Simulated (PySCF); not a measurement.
# Optical rotation: `C[C@@H]1C=C[C@H](F)C1`, C6H9F

Cartesian coordinates in Å; atom numbers follow the order of the lines, from 1:
```xyz
16

C     1.929   -0.204   -0.011
C     0.543   -0.241    0.631
C    -0.321   -1.300    0.010
C    -1.430   -0.820   -0.525
C    -1.524    0.668   -0.369
F    -1.549    1.287   -1.614
C    -0.259    1.060    0.409
H     1.843   -0.013   -1.078
H     2.535    0.580    0.437
H     2.439   -1.154    0.130
H     0.661   -0.441    1.701
H    -0.021   -2.334    0.018
H    -2.193   -1.372   -1.043
H    -2.452    0.988    0.120
H     0.313    1.774   -0.182
H    -0.521    1.532    1.354
```

Method used: TDDFT BHandHLYP/def2-SVPD circular dichroism and optical rotation, one conformer, gas phase in PySCF. Geometry: GFN2-xTB.

States above about 8.6 eV lie in this functional's continuum (it starts at minus the energy of the highest occupied orbital, well below the true ionisation energy for most functionals) and depend on the basis.

Stereocentres: C2 S, C5 R.

Question: Give the optical rotatory dispersion at 633, 589.3, 546, 436, 405, 365, 355 nm.

Answer: [α] in deg dm⁻¹ (g/mL)⁻¹:
```tsv
λ (nm)	origin-invariant length gauge	modified velocity gauge	length gauge (centre of mass)	isotropic polarisability (au)
633	-41.5	-48.6	-39.5	68.6
589.3	-48.8	-57.0	-46.3	68.8
546	-58.0	-67.9	-55.1	69.1
436	-99.4	-116.3	-94.3	70.3
405	-119.8	-140.4	-113.7	70.8
365	-158.2	-185.4	-150.0	71.8
355	-170.9	-200.3	-162.0	72.1
```

Question: And for the mirror image at 589.3 nm?

Answer: +48.8 deg dm⁻¹ (g/mL)⁻¹ (origin-invariant length gauge): the same size and the opposite sign.

Question: What is the molar rotation [Φ] = [α]·M/100 of the geometry above at 589.3 nm?

Answer: With M = 100.14 g/mol, -48.8 deg cm² dmol⁻¹ (origin-invariant length gauge).

The first excitation lies at 7.26 eV (171 nm) with R = +1.6 × 10⁻⁴⁰ esu² cm² (velocity form).
